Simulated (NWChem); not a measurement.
Everything below was run with NWChem. System: C$_{2}$H$_{2}$Cl$_{2}$, charge 0, spin multiplicity 1, at a geometry optimised with B3LYP/def2-SVP. Level: CCSD(T)/cc-pVDZ, 12 core orbitals frozen, spin-restricted.

Output (cleaned and shortened):

```
             Northwest Computational Chemistry Package (NWChem) 7.3.0
             --------------------------------------------------------

                                NWChem Input Module
                                -------------------

 Scaling coordinates for geometry "geometry" by  1.889725989
 (inverse scale =  0.529177249)

                             Geometry "geometry" -> ""
                             -------------------------

 Output coordinates in angstroms (scale by  1.889725989 to convert to a.u.)

  No.       Tag          Charge          X              Y              Z
 ---- ---------------- ---------- -------------- -------------- --------------
    1 Cl                  17.0000    -2.13506300    -0.35395700     0.00000000
    2 C                    6.0000    -0.55659100     0.36779100     0.00000000
    3 C                    6.0000     0.55659100    -0.36779100     0.00000000
    4 Cl                  17.0000     2.13506300     0.35395700     0.00000000
    5 H                    1.0000    -0.55102200     1.45957100     0.00000000
    6 H                    1.0000     0.55102200    -1.45957100     0.00000000

 Effective nuclear repulsion energy (a.u.)     174.5362518093

            Nuclear Dipole moment (a.u.)
            ----------------------------
        X                 Y               Z
 ---------------- ---------------- ----------------
     0.0000000000     0.0000000000     0.0000000000


 Summary of "ao basis" -> "" (spherical)
 ------------------------------------------------------------------------------
       Tag                 Description            Shells   Functions and Types
 ---------------- ------------------------------  ------  ---------------------
 *                          cc-pvdz                   on all atoms

 Summary of "ao basis" -> "ao basis" (spherical)
 ------------------------------------------------------------------------------
       Tag                 Description            Shells   Functions and Types
 ---------------- ------------------------------  ------  ---------------------
 Cl                         cc-pvdz                  8       18   4s3p1d
 C                          cc-pvdz                  6       14   3s2p1d
 H                          cc-pvdz                  3        5   2s1p

                                 NWChem SCF Module
                                 -----------------

  ao basis        = "ao basis"
  functions       =    74
[...]
 ccsd(t): done        9 out of       50 progress:   18.0%
 ccsd(t): done       10 out of       50 progress:   20.0%
 ccsd(t): done       11 out of       50 progress:   22.0%
 ccsd(t): done       12 out of       50 progress:   24.0%
 ccsd(t): done       13 out of       50 progress:   26.0%
 ccsd(t): done       14 out of       50 progress:   28.0%
 ccsd(t): done       15 out of       50 progress:   30.0%
 ccsd(t): done       16 out of       50 progress:   32.0%
 ccsd(t): done       17 out of       50 progress:   34.0%
 ccsd(t): done       18 out of       50 progress:   36.0%
 ccsd(t): done       19 out of       50 progress:   38.0%
 ccsd(t): done       20 out of       50 progress:   40.0%
 ccsd(t): done       21 out of       50 progress:   42.0%
 ccsd(t): done       22 out of       50 progress:   44.0%
 ccsd(t): done       23 out of       50 progress:   46.0%
 ccsd(t): done       24 out of       50 progress:   48.0%
 ccsd(t): done       25 out of       50 progress:   50.0%
 ccsd(t): done       26 out of       50 progress:   52.0%
 ccsd(t): done       27 out of       50 progress:   54.0%
 ccsd(t): done       28 out of       50 progress:   56.0%
 ccsd(t): done       29 out of       50 progress:   58.0%
 ccsd(t): done       30 out of       50 progress:   60.0%
 ccsd(t): done       31 out of       50 progress:   62.0%
 ccsd(t): done       32 out of       50 progress:   64.0%
 ccsd(t): done       33 out of       50 progress:   66.0%
 ccsd(t): done       34 out of       50 progress:   68.0%
 ccsd(t): done       35 out of       50 progress:   70.0%
 ccsd(t): done       36 out of       50 progress:   72.0%
 ccsd(t): done       37 out of       50 progress:   74.0%
 ccsd(t): done       38 out of       50 progress:   76.0%
 ccsd(t): done       39 out of       50 progress:   78.0%
 ccsd(t): done       40 out of       50 progress:   80.0%
 ccsd(t): done       41 out of       50 progress:   82.0%
 ccsd(t): done       42 out of       50 progress:   84.0%
 ccsd(t): done       43 out of       50 progress:   86.0%
 ccsd(t): done       44 out of       50 progress:   88.0%
 ccsd(t): done       45 out of       50 progress:   90.0%
 ccsd(t): done       46 out of       50 progress:   92.0%
 ccsd(t): done       47 out of       50 progress:   94.0%
 ccsd(t): done       48 out of       50 progress:   96.0%
 ccsd(t): done       49 out of       50 progress:   98.0%
 ccsd(t): done       50 out of       50 progress:  100.0%
 Time for integral evaluation pass     1        4.88
 Time for triples evaluation pass      1        3.13

 pseudo-e(mp4)  -0.18958617414767E-01
 pseudo-e(mp5)   0.58383935877172E-03
        e(t)    -0.18374778055996E-01

 --------------
 CCSD(T) Energy
 --------------
 Reference energy:                    -995.878991938886656

 CCSD corr. energy:                     -0.575137409812989
 T(CCSD) corr. energy:                  -0.018958617414767
 Total CCSD+T(CCSD) energy:           -996.473087966114463

 CCSD corr. energy:                     -0.575137409812989
 (T) corr. energy:                      -0.018374778055996
 Total CCSD(T) energy:                -996.472504126755666

 routine      calls  cpu(0)   cpu-min  cpu-ave  cpu-max   i/o
 aoccsd          1     0.01     0.01     0.01     0.01    0.00
 iterdrv         1     0.01     0.01     0.01     0.01    0.00
 pampt          11     0.07     0.07     0.07     0.07    0.00
 t2pm           11     0.11     0.11     0.11     0.11    0.00
 sxy            11     0.35     0.35     0.35     0.35    0.00
 ints      3836701    43.08    43.08    43.08    43.08    0.00
 t2eri        6545     5.49     5.49     5.49     5.49    0.00
 idx2         6545     0.76     0.76     0.76     0.76    0.00
 idx34          11     0.09     0.09     0.09     0.09    0.00
 ht2pm          11     0.17     0.17     0.17     0.17    0.00
 itm            11     0.80     0.80     0.80     0.80    0.00
 pdiis          11     0.03     0.03     0.03     0.03    0.00
 triples         1     0.00     0.00     0.00     0.00    0.00
 rdtrpo          1     0.01     0.01     0.01     0.01    0.00
 trpmos          1     4.88     4.88     4.88     4.88    0.00
 trpdrv          1     0.42     0.42     0.42     0.42    0.00
 dovvv       93600     1.30     1.30     1.30     1.30    0.00
 doooo       93600     0.43     0.43     0.43     0.43    0.00
 tengy       86400     0.93     0.93     0.93     0.93    0.00
 Total                58.94    58.94    58.94    58.94    0.00

 Task  times  cpu:       65.3s     wall:       65.3s

 Total times  cpu:       65.3s     wall:       65.3s
```

Problem. Write an NWChem input that would produce this output.

Solution. One answer among several that fit: 
```
start mol
memory heap 100 mb stack 700 mb global 1900 mb
geometry units angstroms nocenter noautoz noautosym
  Cl    -2.135063    -0.353957     0.000000
  C     -0.556591     0.367791     0.000000
  C      0.556591    -0.367791     0.000000
  Cl     2.135063     0.353957     0.000000
  H     -0.551022     1.459571     0.000000
  H      0.551022    -1.459571     0.000000
end
basis spherical
  * library cc-pvdz
end
scf
  rhf
  nopen 0
  maxiter 100
  thresh 1e-7
  semidirect memsize 60000000 filesize 0
end
ccsd
  freeze core 12
  maxiter 60
end
task ccsd(t) energy
```
